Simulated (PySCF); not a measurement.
A side-by-side comparison of computed properties.

First species: 2-methyl-1,3-dithiolane, C₄H₈S₂.
Bonds: C1–C2, C2–S3, S3–C4, C4–C5, C5–S6, C2–S6. Hydrogens: H7, H8, H9 on C1; H10 on C2; H11, H12 on C4; H13, H14 on C5.

Second species: C₇H₈S.
InChI=1S/C7H8S/c1-3-7(2)5-4-6(7)8/h1H,4-5H2,2H3/t7-/m1/s1

Levels: CAM-B3LYP/def2-SVPD for HOMO energy, LUMO energy, HOMO–LUMO gap and static isotropic polarisability; TDDFT CAM-B3LYP/def2-SVPD for lowest singlet excitation; TDA CAM-B3LYP/def2-SVPD for lowest triplet excitation (Tamm–Dancoff). Geometries: GFN2-xTB. Each structure is a single optimised conformer of the isolated species, non-relativistic unless stated; the electronic structure was computed with PySCF and density fitting.

```csv
property,column X,column Y
HOMO energy,-7.79 eV,-7.86 eV
LUMO energy,-1.10 eV,0.86 eV
HOMO–LUMO gap,6.69 eV,8.72 eV
lowest singlet excitation,2.49 eV,5.08 eV
lowest triplet excitation (Tamm–Dancoff),2.06 eV,4.62 eV
static isotropic polarisability,98.3 au,85.4 au
```

Question: Which column belongs to which species?

Answer: Column X is the second species and column Y the first. The first has 14 atoms and 64 electrons, the second 16 and 66.

Question: How does each property change from the first species to the second?

Answer: HOMO energy +0.07 eV; LUMO energy -1.96 eV; HOMO–LUMO gap -2.03 eV; lowest singlet excitation -2.59 eV; lowest triplet excitation (Tamm–Dancoff) -2.56 eV; static isotropic polarisability +12.9 au.

On the first: No computed singlet falls in the visible range (750 to 380 nm, 1.65 to 3.26 eV); S1 lies 1.82 eV above its blue end. The 8 singlets span 5.08 to 6.81 eV, and their oscillator strengths add up to 0.11.

On the second: The vertical singlet–triplet gap S1 − T1 is 0.43 eV (TDDFT singlet less Tamm–Dancoff triplet; S1: HOMO→LUMO, weight 0.98; T1: HOMO→LUMO, weight 0.97). S1 lies 4.20 eV below the HOMO–LUMO gap; its leading configuration is HOMO→LUMO, weight 0.98.
